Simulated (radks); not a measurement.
The numbers below are computed, except where a source is named.
Task: All-electron atom: Pt3+ in [Kr] 4d10 4f14 5s2 5p5.75 5d7 6p0.25 (fractional occupations, a model configuration). Level of theory: Dirac Kohn-Sham, revPBE, spin-unpolarised, spherical densities, finite nucleus; open shells fill j = l - 1/2 first; Fermi nuclear charge, rms radius 5.427 fm (a radial shooting solver on a logarithmic mesh with Libxc functionals). Some entries of the table are withheld. Estimate them.

| orbital | occ. | eigenvalue (Ry) | <r> (bohr) |
|---|---|---|---|
| 1s1/2 | 2 | -5755.782 | 0.01715 |
| 2s1/2 | 2 | -1012.677 | 0.07170 |
| 2p1/2 | 2 | -970.9296 | 0.05907 |
| 2p3/2 | 4 | -843.8675 | 0.06749 |
| 3s1/2 | 2 | (1) | 0.1866 |
| 3p1/2 | 2 | -221.1454 | 0.1768 |
| 3p3/2 | 4 | -193.2133 | 0.1923 |
| 3d3/2 | 4 | -161.8409 | 0.1676 |
| 3d5/2 | 6 | -155.8199 | 0.1723 |
| 4s1/2 | 2 | -53.69713 | 0.4150 |
| 4p1/2 | 2 | -45.71190 | 0.4179 |
| 4p3/2 | 4 | -39.06108 | 0.4517 |
| 4d3/2 | 4 | -25.96419 | 0.4616 |
| 4d5/2 | 6 | -24.72701 | 0.4728 |
| 5s1/2 | 2 | -10.14518 | 0.9494 |
| 4f5/2 | 6 | -7.99831 | (2) |
| 4f7/2 | 8 | -7.74412 | (3) |
| 5p1/2 | 2 | -7.58234 | (4) |
| 5p3/2 | 3.75 | -6.46190 | (5) |
| 5d3/2 | 4 | -2.99383 | 1.449 |
| 5d5/2 | 3 | -2.87064 | 1.493 |
| 6s1/2 | 0 | -2.40569 | 2.327 |
| 6p1/2 | 0.25 | -1.83169 | 2.704 |
| 6p3/2 | 0 | -1.68413 | 2.920 |
| 5f5/2 | 0 | -0.76788 | 4.097 |
| 5f7/2 | 0 | -0.76644 | 4.112 |

Result: 
(1) 3s1/2 eigenvalue (Ry): -239.9393
(2) 4f5/2 <r> (bohr): 0.5118
(3) 4f7/2 <r> (bohr): 0.5191
(4) 5p1/2 <r> (bohr): 1.026
(5) 5p3/2 <r> (bohr): 1.119
